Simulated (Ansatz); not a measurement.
This geometry of CH10N2OSi2 (16 atoms, charge 0, multiplicity 1) is a first-order saddle point.

The calculation used RKS B3LYP-D4/def2-SVP in Ansatz 0.2.0.

```xyz
16
Properties=species:S:1:pos:R:3
N -1.090 -0.314 0.893
C 0.325 -0.090 0.572
O 1.029 0.439 1.690
Si 1.273 -1.704 0.111
N 0.319 0.858 -0.517
Si -1.187 1.331 -1.287
H -1.358 -1.297 0.904
H -1.285 0.065 1.819
H 0.952 1.405 1.615
H 0.486 -2.451 -0.915
H 1.468 -2.579 1.303
H 2.593 -1.316 -0.461
H 1.216 1.055 -0.950
H -2.089 2.162 -0.440
H -0.711 2.203 -2.409
H -1.965 0.210 -1.886
```

(1) Which two structures does it join? (They come from a converged band through this point; their orientation in space is the band's.)

(2) How far does it lie above each of them?

Answers

(1) No bond is made or broken. The dihedral H7–N1–C2–Si4 goes from -51 to 54°.

First end point:

```xyz
16
Properties=species:S:1:pos:R:3
N -1.087 -0.473 0.803
C 0.297 -0.128 0.479
O 0.815 0.648 1.543
Si 1.485 -1.644 0.358
N 0.231 0.578 -0.775
Si -1.183 1.494 -1.275
H -1.459 -1.198 0.189
H -1.154 -0.798 1.767
H 0.272 1.453 1.602
H 0.890 -2.618 -0.604
H 1.617 -2.304 1.689
H 2.830 -1.227 -0.137
H 1.134 0.834 -1.162
H -1.680 2.489 -0.276
H -0.709 2.245 -2.475
H -2.323 0.626 -1.682
```

Last end point:

```xyz
16
Properties=species:S:1:pos:R:3
N -0.962 -0.218 1.154
C 0.375 -0.052 0.628
O 1.343 0.375 1.577
Si 1.060 -1.733 -0.034
N 0.266 0.937 -0.429
Si -1.179 1.156 -1.398
H -0.998 -0.957 1.854
H -1.274 0.646 1.605
H 1.188 1.322 1.732
H 0.160 -2.248 -1.104
H 1.157 -2.748 1.056
H 2.410 -1.476 -0.609
H 1.162 1.179 -0.843
H -2.277 1.829 -0.647
H -0.741 2.067 -2.499
H -1.713 -0.101 -1.997
```

(2) 0.065 eV above the first and 0.068 eV above the second. This is the barrier of this one path; another mechanism may lie lower.

Time of the run: 5.3 min on 2 threads of Arm Neoverse V1, on a shared host, peak memory 0.42 GiB.
